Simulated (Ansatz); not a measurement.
Geometry optimisation, Ansatz 0.2.0, RKS r2SCANh/6-31G*.

Input:

```yaml
crystal:
  periodic: [false, false, false]
  atoms:
    - { symbol: O, position_ang: [-0.7409, 1.4831, 1.6606] }
    - { symbol: C, position_ang: [0.2405, 0.9475, 1.3499] }
    - { symbol: C, position_ang: [0.1732, -0.4457, 0.806] }
    - { symbol: Al, position_ang: [-0.4803, -0.4718, -1.0308] }
    - { symbol: O, position_ang: [0.4693, -1.089, -2.4453] }
    - { symbol: Cl, position_ang: [-2.6144, 0.2491, -1.3878] }
    - { symbol: H, position_ang: [1.2232, 1.4558, 1.4871] }
    - { symbol: H, position_ang: [-1.68787, 1.44399, 1.94665] }
    - { symbol: H, position_ang: [1.242, -0.836, 0.8144] }
    - { symbol: H, position_ang: [0.9342, -0.2708, -2.7342] }
basis:
  gaussian: { orbitals: "6-31G*" }
hamiltonian:
  xc: r2scanh
relax:
  f_tol: 0.02
  max_steps: 50
output:
  orbitals: {}
```

Command:

```bash
$ ansatz run input.yaml --threads 2 --pin off --max-ram 3072MiB --backend cpu --events-out ev --progress --plain --runs-dir out
```

Where does it end, and by what steps?

It converged. The force dipped under the threshold on the way, but the program's further checks kept it going. After 20 steps the energy has fallen by 3.397 eV; H7 moved furthest, 1.09 Å. The start is strongly strained (largest force component 11 eV/Å).

```csv
step,energy less start (eV),largest force component (eV/Å),accepted
0,0.0000,10.768,yes
1,-1.6870,5.681,yes
2,-2.5319,1.894,yes
3,-2.9020,1.564,yes
4,-3.0736,1.441,yes
5,-3.1822,0.599,yes
6,-3.2533,0.620,yes
7,-3.2888,0.570,yes
8,-3.3166,0.266,yes
9,-3.3399,0.460,yes
10,-3.3558,0.513,yes
11,-3.3603,0.753,yes
12,-3.3873,0.677,yes
13,-3.3848,0.234,no
14,-3.3846,0.459,no
15,-3.3851,0.808,no
16,-3.3947,0.079,yes
17,-3.3963,0.008,yes
18,-3.3965,0.048,yes
19,-3.3963,0.058,no
20,-3.3966,0.007,yes
```

```xyz
10
Properties=species:S:1:pos:R:3
O -0.964 1.326 1.876
C 0.232 0.805 1.568
C 0.609 0.180 0.429
Al -0.463 -0.155 -1.107
O -0.021 -0.933 -2.550
Cl -2.471 0.521 -1.034
H 0.912 0.955 2.406
H -1.584 1.197 1.135
H 1.648 -0.148 0.444
H 0.861 -1.282 -2.701
```

Whether the end is a true minimum wasn't checked by a vibrational analysis.

Time of the run: 71 s on 2 threads of Intel(R) Xeon(R) Platinum 8488C (Sapphire Rapids), on a shared host, peak memory 0.29 GiB.
